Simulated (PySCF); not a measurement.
Iodine: a sound run and one with changed settings

Sound run: I [Kr] 4d10 5s2 5p5, I+ [Kr] 4d10 5s2 5p4. Calculation: PySCF 2.14, in aug-cc-pVDZ-PP with ECP28MDF (5s4p3d, 32 functions); scalar relativity through the core potential. The sound run starts from symmetry-adapted Hartree-Fock orbitals and uses a fine grid where one is needed.

Changed run: radial step 0.3 in ln r (0.13 in the sound run). This setting is unsound on purpose.

```
species  method  sound run (hartree)  changed run (hartree)  converged
      I     UHF           -294.65373             -294.65373        yes
      I  r2SCAN           -295.79631             -295.79941        yes
      I    PBE0           -295.68955             -295.68995        yes
     I+     UHF           -294.30127             -294.30127        yes
     I+  r2SCAN           -295.40792             -295.41109        yes
     I+    PBE0           -295.30169             -295.30202        yes
```

Ionisation energy of I:

| method | sound run (eV) | changed run (eV) |
| --- | --- | --- |
| UHF | 9.591 | 9.591 |
| r2SCAN | 10.568 | 10.567 |
| PBE0 | 10.554 | 10.556 |

A coarse radial grid mis-integrates the density and the exchange-correlation energy, with errors of either sign; Hartree-Fock needs no grid.

For comparison, NIST gives 10.451 eV between the lowest levels.
